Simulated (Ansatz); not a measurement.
Basis sets over 5 cases of the highest harmonic wavenumber at PBE0 with Ansatz (Ga to Br present), each against its own reference: (a) the value in def2-QZVPPD; (b) the value in pcseg-3. By their distance from other large sets or by the extrapolation step the references are unsure by up to roughly 4 cm⁻¹ and lie short of the limit. Each level at its own minimum, unscaled; unrestricted open shells; no added dispersion term; no relativity. Cartesian d functions in some cases of 3-21G, 6-31G*, 6-31G**. (X+d) sets on Al to Cl for cc-pVXZ and aug-cc-pVXZ. 

Cases are drawn at random; left out are references unsure by over 17 cm⁻¹, runs with very soft modes, doubtful singlets, and cases whose largest runs show a restricted determinant unstable towards unrestricted orbitals, <S^2> over 0.1 too high or, where CCSD(T) ran, T1 over 0.025 (0.045 for open shells). Sets are drawn from those converged to one state in every case.

Cases (SMILES) and reference values:
- [Ga][F] (F-Ga) (closed-shell singlet): 615 cm⁻¹ (b)
- [GeH] (GeH), doublet: 1899 cm⁻¹ (a)
- [Ge][Cl] (Cl-Ge), doublet: 403 cm⁻¹ (b)
- [GaH] (GaH) (closed-shell singlet): 1590 cm⁻¹ (a)
- Br (HBr): 2666 cm⁻¹ (a)

```
basis        functions over def2-SVP (largest species, mean of cases)  mean signed deviation (cm⁻¹)  mean absolute  largest  within 50 cm⁻¹
-----------  --------------------------------------------------------  ----------------------------  -------------  -------  --------------
pcseg-0                                                           0.7                          -120            147      295          1 of 5
3-21G                                                             0.7                           -64            131      307          1 of 5
6-31G*                                                            1.0                            -1             16       33          5 of 5
6-31G**                                                           1.1                             7             12       33          5 of 5
aug-cc-pVDZ                                                       1.3                            -7              8       15          5 of 5
pcseg-2                                                           1.5                            -3              3        7          5 of 5
def2-TZVP                                                         1.6                             5              5       11          5 of 5
def2-TZVPP                                                        1.7                             2              2        4          5 of 5
def2-TZVPD                                                        1.8                             4              6       11          5 of 5
cc-pVQZ                                                           2.7                             2              2        6          5 of 5
```

Among the sets for which every case ran a larger relative (same family, alike in diffuse functions, listed or not), the smallest listed that holds all cases within 50 cm⁻¹ together with them is 6-31G*, at 1.0 times the functions of def2-SVP. Inside, though some case ran no larger relative to test it: def2-TZVPP, def2-TZVPD, cc-pVQZ. Largest deviations of relatives not listed, over the cases that ran them: 6-311G** 12, def2-TZVPPD 5, aug-cc-pVTZ 7, def2-QZVPP 0, def2-QZVPPD 0, pcseg-3 3, def2-QZVP 2 cm⁻¹. These figures hold for the cases listed.

Ansatz is a first-principles code.
